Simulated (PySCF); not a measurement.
PBE0 on Tl⁻ (thallium, charge -1), [Xe] 4f14 5d10 6s2 6p2, high-spin 3P determinant. Computed with PySCF 2.14 in x2c-TZVPPall with one added diffuse shell each of s, p, d, f type (12s8p7d4f, 99 functions), with scalar relativity by spin-free X2C-1e.

```
cycle= 1 E= -20249.241082717  delta_E= -0.0194  |g|= 0.0768  |ddm|= 0.412
cycle= 2 E= -20249.2413948402  delta_E= -0.000312  |g|= 0.0483  |ddm|= 0.104
cycle= 3 E= -20249.2416124028  delta_E= -0.000218  |g|= 0.01  |ddm|= 0.0341
cycle= 4 E= -20249.2416377877  delta_E= -2.54e-05  |g|= 0.0014  |ddm|= 0.0168
cycle= 5 E= -20249.2416393057  delta_E= -1.52e-06  |g|= 0.000272  |ddm|= 0.00564
cycle= 6 E= -20249.241639386  delta_E= -8.03e-08  |g|= 3.05e-05  |ddm|= 0.00138
cycle= 7 E= -20249.2416393873  delta_E= -1.27e-09  |g|= 2.74e-06  |ddm|= 0.000199
cycle= 8 E= -20249.2416393873  delta_E= -2.91e-11  |g|= 7e-07  |ddm|= 3.02e-05
converged SCF energy = -20249.2416393873  <S^2> = 2.0024006  2S+1 = 3.0016
```

Highest occupied orbital energy: 0.813 eV; ⟨L²⟩ = 2.01; populations by l: s 12.00, p 26.00, d 30.00, f 14.00.

Question: Can this result be used?

Answer: With care. Self-consistency was reached. Spin-orbit coupling is strong in this species (close to jj coupling), so the high-spin LS determinant is a model state, not a physical level. At PBE0 the highest occupied level has a positive energy, so only the finite basis holds that electron; in a semilocal or global hybrid functional this comes from self-interaction and does not mean that the real anion is unbound.
